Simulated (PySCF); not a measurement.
Field gradients from PBE0/pcSseg-1 densities (PySCF, non-relativistic) at GFN2-xTB geometries, isolated species, one conformer each; χzz is the principal value of largest magnitude, with Q(14N) = 0.02044 b, Q(17O) = −0.0256 b. Where η is near 1, a small change in the tensor can flip the sign of χzz. GFN2-xTB bond lengths can be off by several hundredths of an ångström, more for odd bonds, and the gradients follow them. With so small a basis the couplings can be 20 % off.

Task: Rank these 14N sites by the size of the quadrupole coupling, smallest first.
A. The silicon-bound nitrogen of `CC#CCN(C)[SiH2]S`
B. The silicon-bound nitrogen of `CC/C=C\CO[SiH2]N`
C. The ammonium nitrogen of `CCC1C[N+](C)(C)C1`
D. The silicon-bound nitrogen of `CCN[SiH2][C@H](C)C=O`
E. The silicon-bound nitrogen of `C=C(CC)[Si@H](N)OC`
F. The ammonium nitrogen of `C[NH2+]CC1CCC1`

Result: F (0.251 MHz), C (0.453 MHz), B (4.332 MHz), E (4.709 MHz), D (4.968 MHz), A (5.574 MHz).

Task: These 17O couplings (χzz in MHz, η) are listed in rising order: (-11.88, 0.94); (-10.23, 0.27); (-8.938, 0.41); (9.504, 0.05); (12.52, 0.82). Assign them to: the silyl ether oxygen of `CC/C=C\CO[SiH2]N`; O2 (ether oxygen) in `[CH3:1][O:2][C@@H:3]1[C@H:4]([CH3:5])[CH2:6][C@:7]1([F:8])[C:9](=[O:10])[Cl:11]`; the cyclic ether oxygen of `C[SiH2]NCC1COC1`; the silanol oxygen of `N[Si@@H](O)C1CCCC1`; the amide oxygen of `CC(C)[C@@H]([SiH3])C(N)=O`.

Result: -11.88 MHz, η 0.94: O2 (ether oxygen) in `[CH3:1][O:2][C@@H:3]1[C@H:4]([CH3:5])[CH2:6][C@:7]1([F:8])[C:9](=[O:10])[Cl:11]`; -10.23 MHz, η 0.27: the silyl ether oxygen of `CC/C=C\CO[SiH2]N`; -8.938 MHz, η 0.41: the silanol oxygen of `N[Si@@H](O)C1CCCC1`; 9.504 MHz, η 0.05: the amide oxygen of `CC(C)[C@@H]([SiH3])C(N)=O`; 12.52 MHz, η 0.82: the cyclic ether oxygen of `C[SiH2]NCC1COC1`.

All sites together:

```tsv
nucleus	site	Vzz (au)	η	χzz (MHz)
14N	the silicon-bound nitrogen of C=C(CC)[Si@H](N)OC	-0.980	0.29	-4.709
14N	the ammonium nitrogen of CCC1C[N+](C)(C)C1	-0.094	0.28	-0.453
14N	the silicon-bound nitrogen of CC/C=C\CO[SiH2]N	-0.902	0.38	-4.332
14N	the silicon-bound nitrogen of CCN[SiH2][C@H](C)C=O	-1.034	0.36	-4.968
14N	the silicon-bound nitrogen of CC#CCN(C)[SiH2]S	-1.161	0.34	-5.574
14N	the ammonium nitrogen of C[NH2+]CC1CCC1	0.052	0.60	0.251
17O	the silyl ether oxygen of CC/C=C\CO[SiH2]N	1.701	0.27	-10.23
17O	O2 (ether oxygen) in [CH3:1][O:2][C@@H:3]1[C@H:4]([CH3:5])[CH2:6][C@:7]1([F:8])[C:9](=[O:10])[Cl:11]	1.975	0.94	-11.88
17O	the cyclic ether oxygen of C[SiH2]NCC1COC1	-2.081	0.82	12.52
17O	the silanol oxygen of N[Si@@H](O)C1CCCC1	1.486	0.41	-8.938
17O	the amide oxygen of CC(C)[C@@H]([SiH3])C(N)=O	-1.580	0.05	9.504
```
